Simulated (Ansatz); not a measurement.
A run for Ansatz (a quantum-chemistry and plane-wave program): R-r2SCAN/def2-TZVPP on H2MgS (SMILES [MgH][SH]), atoms moved off the minimum.

Ansatz 0.2 input:
```yaml
crystal:
  periodic: [false, false, false]
  atoms:
    - {symbol: Mg, position_ang: [-0.67399190, -0.75400893, -1.05770681]}
    - {symbol: H, position_ang: [-1.55590694, -1.16708507, -2.03898048]}
    - {symbol: S, position_ang: [0.66917711, 0.43500758, 0.65043157]}
    - {symbol: H, position_ang: [0.68507226, -0.68362637, 1.32916776]}
basis:
  gaussian:
    orbitals: def2-TZVPP
hamiltonian:
  xc: {name: r2SCAN}
scf: {lower_state_search: off}
output: {forces: true}
```

The log:

```
WARN ansatz: RAYON_NUM_THREADS=1 ignored (pool sized by the plan → 1); use --threads N
Functional definition: r2SCAN
these checks for a lower state are left out or cut short: stability, starts, cluster_reference, orbital_swaps, neighbouring_geometries, increment
integrals: 0.03 GiB planned
690 factors; their error is unknown
mean field: 0.23 GiB planned
mean field evaluation 1: about -16308.8325 eV, gradient 2.6e1 eV
mean field evaluation 2: about -16307.0698 eV, gradient 3.7e1 eV
mean field evaluation 4: about -16311.0766 eV, gradient 1.4e0 eV
mean field evaluation 8: about -16311.0783 eV, gradient 4.7e-2 eV
mean field evaluation 16: about -16311.0695 eV, gradient 1.7e-5 eV
mean field -16311.06945780 eV, -599.4207465342 hartree, gradient 5.4e-6 eV, S^2 0.000000; 0 other end points of the search recorded, 0 dependent functions left out
the calculation of the forces begins
reference -16311.06947001 eV, -599.4207469830 hartree; 15, 15 occupied and 87, 87 virtual orbitals, 690 factors
Total energy: -16311.06947001 eV, -599.4207469830 hartree
Atom 0 at    -0.673992    -0.754009    -1.057707 Å, force     4.025721     2.449830     4.622486 eV/Å
Atom 1 at    -1.555907    -1.167085    -2.038980 Å, force    -3.409108    -1.742271    -3.843650 eV/Å
Atom 2 at     0.669177     0.435008     0.650432 Å, force    -0.708326     0.154235    -1.445333 eV/Å
Atom 3 at     0.685072    -0.683626     1.329168 Å, force     0.091713    -0.861794     0.666497 eV/Å
Dipole moment:    -0.182185    -0.446926    -0.237948 e Å
Checks for a lower state left out: stability, starts, cluster_reference, orbital_swaps, neighbouring_geometries, increment
```

The run converged.

Cost: around 1.5 core-seconds (rough).
